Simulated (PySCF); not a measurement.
Isomers C₆H₁₁B:

A. `CC=C=CB(C)C`
B. `C=C(/C(B)=C/C)C`
C. `InChI=1S/C6H11B/c1-4-5-6-7(2)3/h6H2,1-3H3`

Spectrum 1. ¹H NMR (500 MHz, computed): δ 2.14 (q of sept, J = 3.7, 1.5 Hz, 2H), 1.85 (t, J = 3.7 Hz, 3H), 0.97 (t, J = 1.5 Hz, 6H). ¹³C{¹H} NMR (computed): δ 83.8 (C), 80.6 (C), 23.2 (CH2), 15.1 (CH3), 4.8 (CH3).

Spectrum 2. ¹H NMR (500 MHz, computed): δ 7.42 (br, 2H), 6.97 (qd, J = 9.1, 1.1 Hz, 1H), 6.36 (d of sept, J = 2.2, 1.1 Hz, 1H), 5.49 (oct of d, J = 1.6, 1.1 Hz, 1H), 2.41 (dt, J = 9.1, 1.2 Hz, 3H), 1.90 (t, J = 1.5 Hz, 3H). ¹³C{¹H} NMR (computed): δ 164.9 (CH), 151.3 (C), 150.5 (C), 124.4 (CH2), 22.7 (CH3), 21.7 (CH3).

Spectrum 3. ¹H NMR (500 MHz, computed): δ 5.80 (dq, J = 7.8, 4.7 Hz, 1H), 5.20 (qd, J = 8.6, 7.8 Hz, 1H), 1.76 (dd, J = 8.6, 4.7 Hz, 3H), 0.85 (s, 6H). ¹³C{¹H} NMR (computed): δ 234.5 (C), 97.0 (CH), 85.0 (CH), 15.3 (CH3), 12.9 (CH3).

PySCF calculation with PBE0-D3(BJ)/def2-SVP structure, J couplings at B3LYP/pcJ-1 (spin–dipole term left out of most H,H and C,H couplings) and GIAO PBE0/pcSseg-1 shieldings; relativity neglected, equivalent nuclei averaged, in vacuum, single conformer.

References, each an isolated molecule treated in the same way: ¹H, ¹³C vs TMS. Multiplet labels drop J under 1 Hz and among equivalent protons, and merge close values. Unscaled 3J(H,H) run several per cent high. Couplings to H on boron are left out. Carbons bonded to boron are broad in practice. Shifts are as computed. Against solution values, carbons near 30 ppm lie about +2 ppm off and those near 130 ppm about +5 ppm. Of 1309 compounds with measured shifts, 239 miss one by over three times the rms of a fit or turn the order of signals round; such compounds aren't used in these exercises.

Task: Which spectrum belongs to which compound?

Result: 1–C, 2–B, 3–A.

- Spectrum 1 (C): 5 ¹³C signals; δC 83.8 is an alkyne carbon; δC 80.6 is an alkyne carbon.
- Spectrum 2 (B): 6 ¹³C signals; δC 164.9 is an alkene CH; δC 151.3 is a fully substituted alkene carbon.
- Spectrum 3 (A): 5 ¹³C signals; δC 234.5 is a central carbon of an allene; δC 15.3 is an allylic methyl carbon.
